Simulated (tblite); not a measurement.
Compound: C8H4N2.
Atom-mapped SMILES: `[CH:1]#[C:2]/[C:3](=[CH:4]/[C:5]#[C:6][C:7]#[N:8])[N:9]=[CH2:10]` (hydrogens: H11 on C1; H12 on C4; H13, H14 on C10)

Computed with GFN2-xTB (tblite), gas phase: Langevin dynamics at 300 K from the optimised GFN2-xTB geometry, time step 0.5 fs, friction 0.01 fs⁻¹, 2000 steps. The instantaneous temperature is 2·E(kin)/(3Nk) with all 3N coordinates.

```json
{"t (fs)": "0", "T (K)": "232", "E(pot) above start (eV)": "0.000", "C1≡C2 (Å)": "1.201", "C2–C3 (Å)": "1.416", "C3=C4 (Å)": "1.364", "C4–C5 (Å)": "1.387", "C5≡C6 (Å)": "1.217", "C1–H11 (Å)": "1.049", "C2–C3–N9–C10 (°)": "131"}
{"t (fs)": "50", "T (K)": "258", "E(pot) above start (eV)": "0.303", "C1≡C2 (Å)": "1.188", "C2–C3 (Å)": "1.430", "C3=C4 (Å)": "1.351", "C4–C5 (Å)": "1.378", "C5≡C6 (Å)": "1.247", "C1–H11 (Å)": "1.083", "C2–C3–N9–C10 (°)": "149"}
{"t (fs)": "100", "T (K)": "268", "E(pot) above start (eV)": "0.297", "C1≡C2 (Å)": "1.215", "C2–C3 (Å)": "1.430", "C3=C4 (Å)": "1.361", "C4–C5 (Å)": "1.413", "C5≡C6 (Å)": "1.210", "C1–H11 (Å)": "1.096", "C2–C3–N9–C10 (°)": "123"}
{"t (fs)": "150", "T (K)": "358", "E(pot) above start (eV)": "0.437", "C1≡C2 (Å)": "1.203", "C2–C3 (Å)": "1.437", "C3=C4 (Å)": "1.369", "C4–C5 (Å)": "1.375", "C5≡C6 (Å)": "1.207", "C1–H11 (Å)": "1.116", "C2–C3–N9–C10 (°)": "133"}
{"t (fs)": "200", "T (K)": "342", "E(pot) above start (eV)": "0.472", "C1≡C2 (Å)": "1.186", "C2–C3 (Å)": "1.438", "C3=C4 (Å)": "1.371", "C4–C5 (Å)": "1.382", "C5≡C6 (Å)": "1.250", "C1–H11 (Å)": "1.086", "C2–C3–N9–C10 (°)": "113"}
{"t (fs)": "250", "T (K)": "244", "E(pot) above start (eV)": "0.466", "C1≡C2 (Å)": "1.218", "C2–C3 (Å)": "1.366", "C3=C4 (Å)": "1.373", "C4–C5 (Å)": "1.394", "C5≡C6 (Å)": "1.204", "C1–H11 (Å)": "1.088", "C2–C3–N9–C10 (°)": "105"}
{"t (fs)": "300", "T (K)": "254", "E(pot) above start (eV)": "0.321", "C1≡C2 (Å)": "1.192", "C2–C3 (Å)": "1.453", "C3=C4 (Å)": "1.360", "C4–C5 (Å)": "1.372", "C5≡C6 (Å)": "1.220", "C1–H11 (Å)": "1.078", "C2–C3–N9–C10 (°)": "114"}
{"t (fs)": "350", "T (K)": "302", "E(pot) above start (eV)": "0.515", "C1≡C2 (Å)": "1.203", "C2–C3 (Å)": "1.437", "C3=C4 (Å)": "1.369", "C4–C5 (Å)": "1.379", "C5≡C6 (Å)": "1.258", "C1–H11 (Å)": "1.083", "C2–C3–N9–C10 (°)": "128"}
{"t (fs)": "400", "T (K)": "295", "E(pot) above start (eV)": "0.538", "C1≡C2 (Å)": "1.191", "C2–C3 (Å)": "1.411", "C3=C4 (Å)": "1.346", "C4–C5 (Å)": "1.391", "C5≡C6 (Å)": "1.197", "C1–H11 (Å)": "1.059", "C2–C3–N9–C10 (°)": "134"}
{"t (fs)": "450", "T (K)": "347", "E(pot) above start (eV)": "0.653", "C1≡C2 (Å)": "1.208", "C2–C3 (Å)": "1.393", "C3=C4 (Å)": "1.381", "C4–C5 (Å)": "1.393", "C5≡C6 (Å)": "1.224", "C1–H11 (Å)": "1.069", "C2–C3–N9–C10 (°)": "122"}
{"t (fs)": "500", "T (K)": "338", "E(pot) above start (eV)": "0.710", "C1≡C2 (Å)": "1.206", "C2–C3 (Å)": "1.440", "C3=C4 (Å)": "1.375", "C4–C5 (Å)": "1.400", "C5≡C6 (Å)": "1.224", "C1–H11 (Å)": "1.083", "C2–C3–N9–C10 (°)": "117"}
{"t (fs)": "550", "T (K)": "408", "E(pot) above start (eV)": "0.661", "C1≡C2 (Å)": "1.182", "C2–C3 (Å)": "1.394", "C3=C4 (Å)": "1.314", "C4–C5 (Å)": "1.414", "C5≡C6 (Å)": "1.209", "C1–H11 (Å)": "1.044", "C2–C3–N9–C10 (°)": "125"}
{"t (fs)": "600", "T (K)": "503", "E(pot) above start (eV)": "0.617", "C1≡C2 (Å)": "1.205", "C2–C3 (Å)": "1.378", "C3=C4 (Å)": "1.385", "C4–C5 (Å)": "1.420", "C5≡C6 (Å)": "1.229", "C1–H11 (Å)": "1.051", "C2–C3–N9–C10 (°)": "117"}
{"t (fs)": "650", "T (K)": "323", "E(pot) above start (eV)": "0.618", "C1≡C2 (Å)": "1.213", "C2–C3 (Å)": "1.460", "C3=C4 (Å)": "1.377", "C4–C5 (Å)": "1.421", "C5≡C6 (Å)": "1.244", "C1–H11 (Å)": "1.054", "C2–C3–N9–C10 (°)": "114"}
{"t (fs)": "700", "T (K)": "379", "E(pot) above start (eV)": "0.593", "C1≡C2 (Å)": "1.184", "C2–C3 (Å)": "1.470", "C3=C4 (Å)": "1.329", "C4–C5 (Å)": "1.443", "C5≡C6 (Å)": "1.207", "C1–H11 (Å)": "1.044", "C2–C3–N9–C10 (°)": "117"}
{"t (fs)": "750", "T (K)": "266", "E(pot) above start (eV)": "0.493", "C1≡C2 (Å)": "1.209", "C2–C3 (Å)": "1.365", "C3=C4 (Å)": "1.384", "C4–C5 (Å)": "1.395", "C5≡C6 (Å)": "1.220", "C1–H11 (Å)": "1.044", "C2–C3–N9–C10 (°)": "102"}
{"t (fs)": "800", "T (K)": "314", "E(pot) above start (eV)": "0.392", "C1≡C2 (Å)": "1.205", "C2–C3 (Å)": "1.411", "C3=C4 (Å)": "1.367", "C4–C5 (Å)": "1.433", "C5≡C6 (Å)": "1.223", "C1–H11 (Å)": "1.063", "C2–C3–N9–C10 (°)": "90"}
{"t (fs)": "850", "T (K)": "262", "E(pot) above start (eV)": "0.542", "C1≡C2 (Å)": "1.188", "C2–C3 (Å)": "1.484", "C3=C4 (Å)": "1.361", "C4–C5 (Å)": "1.415", "C5≡C6 (Å)": "1.231", "C1–H11 (Å)": "1.065", "C2–C3–N9–C10 (°)": "115"}
{"t (fs)": "900", "T (K)": "237", "E(pot) above start (eV)": "0.389", "C1≡C2 (Å)": "1.192", "C2–C3 (Å)": "1.408", "C3=C4 (Å)": "1.371", "C4–C5 (Å)": "1.388", "C5≡C6 (Å)": "1.202", "C1–H11 (Å)": "1.062", "C2–C3–N9–C10 (°)": "115"}
{"t (fs)": "950", "T (K)": "358", "E(pot) above start (eV)": "0.630", "C1≡C2 (Å)": "1.206", "C2–C3 (Å)": "1.420", "C3=C4 (Å)": "1.322", "C4–C5 (Å)": "1.334", "C5≡C6 (Å)": "1.216", "C1–H11 (Å)": "1.018", "C2–C3–N9–C10 (°)": "113"}
{"t (fs)": "1000", "T (K)": "392", "E(pot) above start (eV)": "0.676", "C1≡C2 (Å)": "1.224", "C2–C3 (Å)": "1.454", "C3=C4 (Å)": "1.342", "C4–C5 (Å)": "1.354", "C5≡C6 (Å)": "1.223", "C1–H11 (Å)": "1.027", "C2–C3–N9–C10 (°)": "115"}
```

**Question.** From 500 fs on, how do temperature and potential energy compare with equipartition?

**Answer.** The mean temperature of these 11 frames is 344 K against the target 300 K, and the mean potential energy 0.57 eV against 36 × kT/2 = 0.47 eV for 36 classical harmonic modes. For 14 atoms in a canonical ensemble the temperature itself scatters by T·√(2/(3N)) = 65 K; here its standard deviation is 73 K. The whole run lasts only 10 friction times of 100 fs, so these averages carry a wide statistical error.

**Question.** What are the kinetic and total energies of the listed frame with the highest potential energy?

**Answer.** The one at 500 fs, 0.710 eV above the start. Its kinetic energy is 3NkT/2 = 0.612 eV at 338 K, so the sum is 1.32 eV; over the listed frames the sum runs from 0.42 to 1.53 eV, since the thermostat adds and removes energy.

**Question.** How much do the listed bonds fluctuate from 500 fs on?

**Answer.** 
```tsv
bond	at the start (Å)	mean (Å)	standard deviation (Å)
C1≡C2	1.201	1.201	0.013
C2–C3	1.416	1.426	0.037
C3=C4	1.364	1.357	0.025
C4–C5	1.387	1.401	0.031
C5≡C6	1.217	1.221	0.011
C1–H11	1.049	1.050	0.017
```

The motion is classical and holds no zero-point motion.

The cost below is that of the whole dynamics run. The run took about 40 s of CPU time (one thread, shared machine).
